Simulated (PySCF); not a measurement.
Si(F)(Me)(Et)(OH) (C₃H₉FOSi), SMILES CC[Si](C)(O)F.

Coordinates come from a B3LYP-D3(BJ)/def2-SVP optimisation. Other conformers were not sampled.

Level of theory: B3LYP-D3(BJ)/def2-SVP (PySCF).

Frequencies are harmonic and unscaled.

```json
[
 {"mode": "1", "ν (cm⁻¹)": "59", "IR (km/mol)": "0.2", "moving atoms (share of kinetic energy)": "C 43 %, H 41 %, F 11 %"},
 {"mode": "2", "ν (cm⁻¹)": "122", "IR (km/mol)": "0.8", "moving atoms (share of kinetic energy)": "H 96 %"},
 {"mode": "3", "ν (cm⁻¹)": "137", "IR (km/mol)": "2.6", "moving atoms (share of kinetic energy)": "C 39 %, H 26 %, O 16 %, F 15 %"},
 {"mode": "4", "ν (cm⁻¹)": "170", "IR (km/mol)": "2.8", "moving atoms (share of kinetic energy)": "H 59 %, C 18 %, F 18 %"},
 {"mode": "5", "ν (cm⁻¹)": "212", "IR (km/mol)": "17.1", "moving atoms (share of kinetic energy)": "H 41 %, C 26 %, F 21 %, O 9 %"},
 {"mode": "6", "ν (cm⁻¹)": "233", "IR (km/mol)": "12.1", "moving atoms (share of kinetic energy)": "H 59 %, O 17 %, C 15 %"},
 {"mode": "7", "ν (cm⁻¹)": "257", "IR (km/mol)": "24.5", "moving atoms (share of kinetic energy)": "H 65 %, C 15 %, F 10 %, Si 10 %"},
 {"mode": "8", "ν (cm⁻¹)": "311", "IR (km/mol)": "40.1", "moving atoms (share of kinetic energy)": "H 30 %, C 23 %, O 18 %, F 15 %, Si 14 %"},
 {"mode": "9", "ν (cm⁻¹)": "325", "IR (km/mol)": "58.0", "moving atoms (share of kinetic energy)": "O 34 %, H 29 %, C 15 %, F 14 %, Si 8 %"},
 {"mode": "10", "ν (cm⁻¹)": "364", "IR (km/mol)": "28.0", "moving atoms (share of kinetic energy)": "C 24 %, Si 23 %, O 19 %, H 19 %, F 16 %"},
 {"mode": "11", "ν (cm⁻¹)": "617", "IR (km/mol)": "3.9", "moving atoms (share of kinetic energy)": "C 58 %, H 22 %, F 9 %"},
 {"mode": "12", "ν (cm⁻¹)": "672", "IR (km/mol)": "2.7", "moving atoms (share of kinetic energy)": "H 71 %, C 26 %"},
 {"mode": "13", "ν (cm⁻¹)": "735", "IR (km/mol)": "69.2", "moving atoms (share of kinetic energy)": "H 52 %, C 24 %, Si 18 %"},
 {"mode": "14", "ν (cm⁻¹)": "763", "IR (km/mol)": "26.5", "moving atoms (share of kinetic energy)": "H 60 %, O 18 %, C 16 %"},
 {"mode": "15", "ν (cm⁻¹)": "777", "IR (km/mol)": "25.0", "moving atoms (share of kinetic energy)": "H 60 %, C 20 %, F 13 %"},
 {"mode": "16", "ν (cm⁻¹)": "845", "IR (km/mol)": "263.0", "moving atoms (share of kinetic energy)": "H 51 %, Si 25 %, C 13 %, O 9 %"},
 {"mode": "17", "ν (cm⁻¹)": "878", "IR (km/mol)": "123.8", "moving atoms (share of kinetic energy)": "H 36 %, Si 32 %, F 22 %"},
 {"mode": "18", "ν (cm⁻¹)": "929", "IR (km/mol)": "130.0", "moving atoms (share of kinetic energy)": "Si 41 %, O 30 %, H 19 %"},
 {"mode": "19", "ν (cm⁻¹)": "976", "IR (km/mol)": "37.8", "moving atoms (share of kinetic energy)": "H 71 %, C 16 %, Si 10 %"},
 {"mode": "20", "ν (cm⁻¹)": "981", "IR (km/mol)": "12.2", "moving atoms (share of kinetic energy)": "H 70 %, C 23 %"},
 {"mode": "21", "ν (cm⁻¹)": "1040", "IR (km/mol)": "24.7", "moving atoms (share of kinetic energy)": "C 65 %, H 33 %"},
 {"mode": "22", "ν (cm⁻¹)": "1249", "IR (km/mol)": "1.5", "moving atoms (share of kinetic energy)": "H 79 %, C 21 %"},
 {"mode": "23", "ν (cm⁻¹)": "1270", "IR (km/mol)": "10.3", "moving atoms (share of kinetic energy)": "H 59 %, C 40 %"},
 {"mode": "24", "ν (cm⁻¹)": "1282", "IR (km/mol)": "43.2", "moving atoms (share of kinetic energy)": "H 76 %, C 23 %"},
 {"mode": "25", "ν (cm⁻¹)": "1397", "IR (km/mol)": "0.6", "moving atoms (share of kinetic energy)": "H 82 %, C 18 %"},
 {"mode": "26", "ν (cm⁻¹)": "1427", "IR (km/mol)": "2.8", "moving atoms (share of kinetic energy)": "H 93 %"},
 {"mode": "27", "ν (cm⁻¹)": "1431", "IR (km/mol)": "1.8", "moving atoms (share of kinetic energy)": "H 96 %"},
 {"mode": "28", "ν (cm⁻¹)": "1433", "IR (km/mol)": "7.5", "moving atoms (share of kinetic energy)": "H 95 %"},
 {"mode": "29", "ν (cm⁻¹)": "1479", "IR (km/mol)": "4.9", "moving atoms (share of kinetic energy)": "H 96 %"},
 {"mode": "30", "ν (cm⁻¹)": "1481", "IR (km/mol)": "5.9", "moving atoms (share of kinetic energy)": "H 97 %"},
 {"mode": "31", "ν (cm⁻¹)": "3019", "IR (km/mol)": "17.0", "moving atoms (share of kinetic energy)": "H 95 %"},
 {"mode": "32", "ν (cm⁻¹)": "3027", "IR (km/mol)": "27.6", "moving atoms (share of kinetic energy)": "H 97 %"},
 {"mode": "33", "ν (cm⁻¹)": "3037", "IR (km/mol)": "0.8", "moving atoms (share of kinetic energy)": "H 97 %"},
 {"mode": "34", "ν (cm⁻¹)": "3063", "IR (km/mol)": "8.3", "moving atoms (share of kinetic energy)": "H 91 %, C 9 %"},
 {"mode": "35", "ν (cm⁻¹)": "3102", "IR (km/mol)": "30.0", "moving atoms (share of kinetic energy)": "H 91 %, C 9 %"},
 {"mode": "36", "ν (cm⁻¹)": "3112", "IR (km/mol)": "20.9", "moving atoms (share of kinetic energy)": "H 91 %, C 9 %"},
 {"mode": "37", "ν (cm⁻¹)": "3128", "IR (km/mol)": "4.5", "moving atoms (share of kinetic energy)": "H 91 %, C 9 %"},
 {"mode": "38", "ν (cm⁻¹)": "3133", "IR (km/mol)": "3.7", "moving atoms (share of kinetic energy)": "H 91 %, C 9 %"},
 {"mode": "39", "ν (cm⁻¹)": "3877", "IR (km/mol)": "81.5", "moving atoms (share of kinetic energy)": "H 94 %"}
]
```
